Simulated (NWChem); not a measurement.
System: H3SO4 cation; SMILES O=S(O)(=O)[OH2+]

Here is an NWChem input.

```
start job
memory heap 200 mb stack 900 mb global 1100 mb
charge 1
geometry units angstroms noautosym nocenter noautoz
  O     -1.523213     0.367968     0.149788
  S     -0.081897     0.332849     0.158589
  O      0.860238     0.496840     1.244595
  O      0.461154     0.753551    -1.268276
  O      0.263959    -1.677451    -0.200979
  H      1.447306     0.873076    -1.267919
  H      0.411623    -2.176150     0.638724
  H     -0.481639    -2.118371    -0.675473
end
basis spherical
  O library def2-svp
  S library def2-svp
  H library def2-svp
end
dft
  xc m06-2x
  iterations 150
end
cosmo
  dielec 4.8
end
task dft energy
```

NWChem printed, in part:

```
             Northwest Computational Chemistry Package (NWChem) 7.3.0
             --------------------------------------------------------

                             Geometry "geometry" -> ""
                             -------------------------

 Output coordinates in angstroms (scale by  1.889725989 to convert to a.u.)

  No.       Tag          Charge          X              Y              Z
 ---- ---------------- ---------- -------------- -------------- --------------
    1 O                    8.0000    -1.52321300     0.36796800     0.14978800
    2 S                   16.0000    -0.08189700     0.33284900     0.15858900
    3 O                    8.0000     0.86023800     0.49684000     1.24459500
    4 O                    8.0000     0.46115400     0.75355100    -1.26827600
    5 O                    8.0000     0.26395900    -1.67745100    -0.20097900
    6 H                    1.0000     1.44730600     0.87307600    -1.26791900
    7 H                    1.0000     0.41162300    -2.17615000     0.63872400
    8 H                    1.0000    -0.48163900    -2.11837100    -0.67547300

 Effective nuclear repulsion energy (a.u.)     283.1415223624

                                 NWChem DFT Module
                                 -----------------

 Summary of "ao basis" -> "ao basis" (spherical)
 ------------------------------------------------------------------------------
       Tag                 Description            Shells   Functions and Types
 ---------------- ------------------------------  ------  ---------------------
 O                          def2-svp                 6       14   3s2p1d
 S                          def2-svp                 8       18   4s3p1d
 H                          def2-svp                 3        5   2s1p

 in cosmo_initialize ...

 solvent parameters
 solvname_short: unkn
 solvname_long:  unknown
 dielec:        4.8000

          ---------------
          -cosmo- solvent
          ---------------
 Cosmo: York-Karplus, doi: 10.1021/jp992097l
 dielectric constant -eps-     =   4.80
 screen = (eps-1)/(eps    )    =   0.79167
 surface charge correction     = lagrangian

   van der Waals surface
 --------------------------

[...]

                                   COSMO solvation results
                                   -----------------------

                 gas phase energy =      -699.977817875233
                 sol phase energy =      -700.075430353562
 (electrostatic) solvation energy =         0.097612478328 (   61.25 kcal/mol)

                       DFT Final Molecular Orbital Analysis
                       ------------------------------------

 Vector   23  Occ=2.000000D+00  E=-5.347145D-01
              MO Center=  4.3D-01,  1.6D-01,  7.4D-01, r^2= 2.2D+00
   Bfn.  Coefficient  Atom+Function         Bfn.  Coefficient  Atom+Function
  ----- ------------  ---------------      ----- ------------  ---------------
    37      0.514933  3 O  py                40      0.367279  3 O  py
     5     -0.193469  1 O  py                65      0.170664  5 O  py
     8     -0.149824  1 O  py                66      0.141834  5 O  pz
    68      0.128432  5 O  py                52     -0.107376  4 O  pz
    67     -0.101361  5 O  px                64     -0.099022  5 O  px

 Vector   24  Occ=2.000000D+00  E=-5.244641D-01
              MO Center= -5.4D-01, -3.1D-01,  9.2D-03, r^2= 2.8D+00
   Bfn.  Coefficient  Atom+Function         Bfn.  Coefficient  Atom+Function
  ----- ------------  ---------------      ----- ------------  ---------------
     5      0.423520  1 O  py                 8      0.297404  1 O  py
    64     -0.289931  5 O  px                67     -0.205411  5 O  px
    66      0.191351  5 O  pz                65      0.184827  5 O  py
     6     -0.162488  1 O  pz                68      0.152041  5 O  py
    69      0.144411  5 O  pz                38      0.127126  3 O  pz

 Vector   25  Occ=2.000000D+00  E=-5.163093D-01
              MO Center= -1.1D-01,  2.9D-01,  4.1D-01, r^2= 2.8D+00
   Bfn.  Coefficient  Atom+Function         Bfn.  Coefficient  Atom+Function
  ----- ------------  ---------------      ----- ------------  ---------------
     6      0.364847  1 O  pz                36      0.364525  3 O  px
     9      0.258961  1 O  pz                39      0.256790  3 O  px
    38     -0.236257  3 O  pz                41     -0.173504  3 O  pz
    52     -0.159609  4 O  pz                 5      0.152943  1 O  py
    64     -0.145816  5 O  px                50     -0.114383  4 O  px

 Vector   26  Occ=0.000000D+00  E=-1.230988D-01
              MO Center= -2.7D-02, -1.5D-01,  9.4D-02, r^2= 2.2D+00
   Bfn.  Coefficient  Atom+Function         Bfn.  Coefficient  Atom+Function
  ----- ------------  ---------------      ----- ------------  ---------------
    18      0.521737  2 S  s                 26     -0.495880  2 S  py
    23     -0.427031  2 S  py                17      0.364076  2 S  s
    63     -0.298067  5 O  s                 65     -0.257377  5 O  py
    68     -0.256260  5 O  py                37      0.251993  3 O  py
    40      0.252309  3 O  py                 8      0.247027  1 O  py

 Vector   27  Occ=0.000000D+00  E=-6.612305D-02
              MO Center= -3.6D-02,  7.3D-01,  1.0D-01, r^2= 2.3D+00
   Bfn.  Coefficient  Atom+Function         Bfn.  Coefficient  Atom+Function
  ----- ------------  ---------------      ----- ------------  ---------------
    18      0.940838  2 S  s                 26      0.509034  2 S  py
    49     -0.432292  4 O  s                 17      0.333903  2 S  s
     3     -0.323922  1 O  s                 55     -0.303825  4 O  pz
     7     -0.285748  1 O  px                35     -0.274899  3 O  s
    52     -0.265069  4 O  pz                23      0.261578  2 S  py

[...]
```

Level: M06-2X/def2-SVP, COSMO on the gas-phase geometry. Coordinates come from a PBE-D3(BJ)/def2-SVP optimisation. COSMO prints the solvation energy as gas minus solution, so a positive value is a stabilisation.
